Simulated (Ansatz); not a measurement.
`[F][Hf]([Br])([Br])[Br]`. Total charge 0; spin multiplicity 1. Hf: def2 effective core potential. The structure was optimised at the PBE0-D4/def2-TZVP level.

```xyz
5

F    -1.760   -0.346    0.836
Hf   -0.091   -0.018    0.043
Br    1.677   -0.341    1.747
Br    0.227   -1.607   -1.829
Br   -0.053    2.312   -0.797
```

Question: What is the dipole moment at B3LYP/def2-TZVPP? (Best estimate.)

Answer: Ansatz gave: 0.21 D, with components (0.19, 0.04, -0.09) D in this frame, pointing from negative to positive charge.

Question: And with PBE, r2SCAN, ωB97M-V? (Best estimate.)

Answer: Computed: PBE 0.17 D, r2SCAN 0.13 D, ωB97M-V 0.11 D.

Question: Give the Mulliken charges with B3LYP, ωB97M-V, PBE in def2-TZVPP. (Estimate.)

Answer: Ansatz gave: 
```csv
atom,B3LYP,ωB97M-V,PBE
F1,-0.30,-0.28,-0.24
Hf2,0.89,0.80,0.77
Br3,-0.20,-0.17,-0.18
Br4,-0.20,-0.17,-0.18
Br5,-0.20,-0.17,-0.18
```

B3LYP here is the variant with VWN-RPA as its local correlation; programs differ in this.
